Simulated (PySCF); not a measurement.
Computed properties of CH4ClFSi, SMILES FC[SiH2]Cl

chloro(fluoromethyl)silane (CH4ClFSi), SMILES FC[SiH2]Cl. The structure is a stationary point at ωB97X-D3(BJ)/def2-SVP. Other conformers were not sampled. All values are computed for the isolated molecule unless a solvent is named; none is compared with measurement here.

**Structure.** All 18 harmonic modes at ωB97X-D3(BJ)/def2-SVP (PySCF) are real, so it is a minimum. With heavy atoms numbered as in [F:1][CH2:2][SiH2:3][Cl:4], the shortest bond between them is F1–C2 at 1.386 Å and the longest Si3–Cl4 at 2.064 Å.

**Vibrations.** The strongest infrared lines (harmonic, unscaled, degenerate partners summed) lie at 921 cm⁻¹ (224 km/mol, H 80 %, Si 12 %), 963 cm⁻¹ (130 km/mol, H 94 %), 2277 cm⁻¹ (103 km/mol, H 97 %). The softest mode is at 81 cm⁻¹ and the zero-point energy is 30.9 kcal/mol.

**Electronic structure.** r2SCAN/def2-TZVP (PySCF) places the frontier levels at -7.54 and -0.46 eV, a gap of 7.08 eV, and gives a dipole moment of 2.20 D and a mean polarisability of 50.2 bohr³. PBE/def2-TZVP (PySCF) at the same geometry gives -7.21 and -0.87 eV, so its gap is 0.74 eV narrower. An orbital gap is neither the optical nor the fundamental gap.

**Excitations.** TDA-CAM-B3LYP/def2-SVPD (PySCF) has S1 at 7.44 eV (167 nm, f = 0.009, weak); the most intense of the 10 singlets computed lies at 9.16 eV (f = 0.06). T1 (TDA) is at 7.00 eV, 0.44 eV under S1. TDA-PBE/def2-SVPD (PySCF) puts S1 at 6.41 eV. No vertical singlet excitation falls in the visible range (under 3.1 eV).

**NMR.** GIAO shifts at HF/pcSseg-1 (PySCF) (non-relativistic, atoms alike by connectivity averaged): ¹³C at 72.6 ppm against TMS; ¹H from 4.6 to 4.9 ppm against TMS; ²⁹Si at -13.7 ppm against TMS; ¹⁹F at -257.9 ppm against CFCl3. Without spin–orbit terms, shifts of atoms bonded to Cl or Br come out too high.
